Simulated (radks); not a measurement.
Problem. Radial electron density D(r) = 4 pi r^2 rho(r) of an atom or ion with 36 electrons. Calculated with a radial shooting solver on a logarithmic mesh with Libxc functionals: Dirac Kohn-Sham, exchange-only LDA, spin-unpolarised, spherical densities, finite nucleus; Fermi nuclear charge, rms radius of each element as measured or else 0.836 A^(1/3) + 0.57 fm.

```
   r/bohr * D(r) (the largest magnitude, 61.4, reaches the edge; | marks zero)
 0.003672 |     *
 0.004173 |      *
 0.004781 |        *
 0.005477 |          *
 0.006275 |             *
 0.007132 |               *
 0.008171 |                   *
 0.009362 |                      *
  0.01064 |                          *
  0.01219 |                              *
  0.01397 |                                  *
    0.016 |                                     *
  0.01819 |                                        *
  0.02083 |                                           *
  0.02387 |                                            *
  0.02713 |                                            *
  0.03108 |                                           *
  0.03561 |                                          *
   0.0408 |                                        *
  0.04637 |                                      *
  0.05312 |                                     *
  0.06086 |                                      *
  0.06917 |                                         *
  0.07925 |                                             *
   0.0908 |                                                  *
    0.104 |                                                     *
   0.1182 |                                                      *
   0.1355 |                                                    *
   0.1552 |                                              *
   0.1764 |                                        *
   0.2021 |                                   *
   0.2315 |                                *
   0.2652 |                                 *
   0.3015 |                                     *
   0.3454 |                                       *
   0.3957 |                                       *
   0.4497 |                                   *
   0.5152 |                            *
   0.5903 |                    *
   0.6763 |             *
   0.7686 |         *
   0.8806 |       *
    1.009 |       *
    1.147 |       *
    1.314 |      *
    1.505 |    *
    1.724 |  *
     1.96 | *
    2.245 |*
    2.572 *
    2.924 *
     3.35 *
    3.838 *
    4.397 *
    4.997 *
```

What is the nuclear charge?

Solution. Z = 40. The innermost maximum, from 1s, lies near gamma/Z bohr with gamma = sqrt(1 - (Z/c)^2) = 0.956, here 0.0239 bohr (found: 0.0261), and its height grows with Z. The density is that of the zirconium ion Zr4+ in [Ar] 3d10 4s1.5 4p6 4d0.5; the configuration itself is not fixed sharply by these data, and Z only to a few units. D(r) has 3 maxima, at r = 0.0261, 0.115, 0.368 bohr, and minima at 0.0531, 0.235 bohr, inside which lie 2.07, 11.07 electrons.
